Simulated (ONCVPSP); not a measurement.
## Before and after: ONCV potential for Co (Z = 27)

```
Element                 : Co
Generator               : ONCVPSP 4.0.1
Type                    : optimised norm-conserving Vanderbilt (ONCV)
Functional              : PBE
Relativity              : scalar-relativistic
Frozen core             : [Ne]
Valence charge          : 17
Reference configuration : 3s2 3p6 3d7 4s1 (charge +1)
Partial waves           : 3s+4s: rc 1.10 bohr, ncon 4, nbas 8, qcut 8.9 1/bohr, 2 projectors; 3p: rc 1.30 bohr, ncon 5, nbas 9, qcut 12.6 1/bohr, 2 projectors, debl 3.2 Ha; 3d: rc 0.95 bohr, ncon 5, nbas 10, qcut 17.7 1/bohr, 2 projectors, debl 2.8 Ha
Local potential         : polynomial inside 0.65 bohr (lpopt 4, dvloc0 0 Ha)
Core correction         : Teter function, fcfact 3.5, rcfact 1.25
```

Change: all radii but the core radius scaled by about 1.31 (s 1.44, p 1.70, d 1.24 bohr); local potential polynomial inside 0.84 bohr (lpopt 4, dvloc0 0 Ha).

Cutoffs: the cutoffs (Ha) at which the residual kinetic energy of the hardest occupied pseudo-wave falls to 1 and 0.1 mHa per electron; they do not see the model core or the augmentation charge, which bear on the density cutoff. Errors are all-electron minus pseudo energies relative to the spin-unpolarised reference configuration.

**Question.** How do hardness, ghosts and transferability respond?

**Answer.** The potential gets softer (115 Ha and 131 Ha → 86 Ha and 99 Ha); of the 4 tests that both files solve, the error grows in 1 and shrinks in 1 by more than 15 % and 0.3 meV (median size 0.8 → 1.1 meV); neither file shows a bound ghost. A larger radius leaves more room for a smooth pseudo-wave, so fewer plane waves are needed.

| quantity | base | changed |
| --- | --- | --- |
| cutoff, loose | 115 Ha | 86 Ha |
| cutoff, tight | 131 Ha | 99 Ha |
| loose cutoff by channel | s 35 Ha, p 37 Ha, d 115 Ha | s 21 Ha, p 33 Ha, d 86 Ha |
| bound ghosts | none | none |
| GHOST(+) flags under 300 eV | none | none |
| error for 3s2 3p6 3d7 4s2, meV [ΔE -9.03 eV] | +1.0 | +1.2 |
| error for 3s2 3p6 3d7 4s0, meV [ΔE 16.79 eV] | -0.7 | -1.0 |
| error for 3s2 3p6 3d6 4s0, meV [ΔE 52.66 eV] | -2.5 | -1.5 |
| error for 3s2 3p6 3d7 4s0 4p2, meV [ΔE -0.05 eV] | +0.1 | +0.1 |
| rms error of d²Exc/dni dnj with the model core, mHa | 1.31 | 1.35 |
